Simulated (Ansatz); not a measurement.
Reaction (cleavage of the Si–Si bond): `O[SiH2]O[SiH2][SiH3]` + H₂S → `O[SiH2]O[SiH2]S` + SiH₄

Gas-phase electronic energies from Ansatz, PBE0-D4/def2-TZVP geometries. CCSD(T)/CBS adds triple-zeta CCSD(T) − MP2 to the extrapolated MP2 energy (def2 sets, frozen cores). This one scheme is used for every species. DFT in def2-TZVPP. Each species was taken in one conformer, which may not be the lowest.

```
             level  ΔE (kcal/mol)
           PBE0-D4          -17.2
           ωB97M-V          -19.7
            B2PLYP          -19.0
            r2SCAN          -18.5
     HF/def2-TZVPP          -19.7
CCSD(T)/def2-TZVPP          -18.3
     HF/def2-QZVPP          -19.6
      HF/CBS(def2)          -19.6
```

**Question.** What does CCSD(T)/CBS give? (Estimate.)

**Answer.** Ansatz gave: -18.7 kcal/mol. The listed levels differ from it by 1.5, -1.0, -0.3, 0.2, -1.0, 0.4, -0.9, -0.9 kcal/mol.

Largest T1 diagnostic among the species: 0.012.

From PBE to PBE0 (25 % exact exchange), in def2-TZVPP and without D4, ΔE moves by −0.8 kcal/mol.
